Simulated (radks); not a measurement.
The numbers below are computed, except where a source is named.
Orbital eigenvalues (eV) of neutral beryllium, [He] 2s2, at several levels of relativity; Dirac values are averaged over j with weights 2j + 1. Spin-unpolarised spherical Kohn-Sham, BLYP, point nucleus unless stated (finite: rms radius 2.519 fm), a radial shooting solver on a logarithmic mesh with Libxc functionals. A level marked "c x" has the speed of light scaled by that factor.

\begin{tabular}{lrrrrr}
shell & non-rel. & scalar-rel. & Dirac & Dirac, c x 10 & change of magnitude, last against first (%) \\ \hline
1s & -106.57 & -106.58 & -106.58 & -106.57 & 0.00 \\
2s & -5.4672 & -5.4681 & -5.4681 & -5.4672 & 0.00 \\
\end{tabular}
